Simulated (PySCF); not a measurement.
Where the electron goes

C6H4BrFO.
SMILES with atom numbers: `[CH:1]#[C:2][C:3](=[CH2:4])[O:5]/[CH:6]=[C:7](/[F:8])[Br:9]` (hydrogens: H10 on C1; H11, H12 on C4; H13 on C6)

Method: TDDFT CAM-B3LYP/def2-SVPD, vertical, gas phase, core orbitals frozen in the response in PySCF 2.14.0, density-fitted response routines. Isolated species at its PBE0-D3(BJ)/def2-SVP geometry (one conformer only). Relativistic effects, spin–orbit coupling among them, are left out although an element past zinc is present. Torsions of this conformer, `[CH:1]#[C:2][C:3](=[CH2:4])[O:5]/[CH:6]=[C:7](/[F:8])[Br:9]`: C2–C3–O5–C6 1°, C3–O5–C6–C7 180°.

Kohn–Sham orbitals with the atoms that hold most of them (Löwdin shares over 4%, at most four atoms; ? is withheld):

```csv
orbital,ε (eV),atoms
HOMO-3,-10.36,"C2 35%, C1 34%, Br9 14%"
HOMO-2,-10.05,"Br9 71%, C1 7%, C2 7%, C7 6%"
HOMO-1,-9.11,?
HOMO,-7.73,?
LUMO,-0.17,"C4 26%, C3 20%, C1 18%, C2 15%"
LUMO+1,0.76,"Br9 62%, C7 18%, C6 5%"
LUMO+2,1.11,"C1 30%, C2 27%, H10 11%, C3 5%"
```

Task: Give the leading atoms of the HOMO.

Result: C7 (bonded to Br, C and F) 18%; O5 (bonded to 2 C) 17%; C4 (bonded to C and 2 H) 16%; C6 (bonded to C, O and H) 13%. By element: carbon 48% or more, oxygen 17%.

Task: Give the leading atoms of the HOMO-1.

Result: C1 (bonded to C and H) 16%; Br9 (bonded to C) 15%; C4 (bonded to C and 2 H) 15%; C3 (bonded to 2 C and O) 14%. By element: carbon 45% or more, bromine 15%.

Task: How does S1 compare with the orbital gap of 7.56 eV?

Result: S1 is at 5.13 eV (f = 0.220), 2.43 eV below the gap, made of HOMO→LUMO (96%). 

Task: Give energy, strength and leading configuration of S1 and S2, and follow the Löwdin shares of the leading atoms from the occupied to the empty orbital.

Result: 
- S1 (5.13 eV, f 0.220), HOMO→LUMO (96%): C7 18% → at most 16%, O5 17% → at most 16%, C4 16% → 26%, C3 at most 14% → 20%
- S2 (5.26 eV, f 0.0001), HOMO→LUMO+1 (74%): C7 18% → 18%, O5 17% → at most 4%, Br9 at most 14% → 62%

Löwdin shares depend on the basis, the more so with diffuse functions.
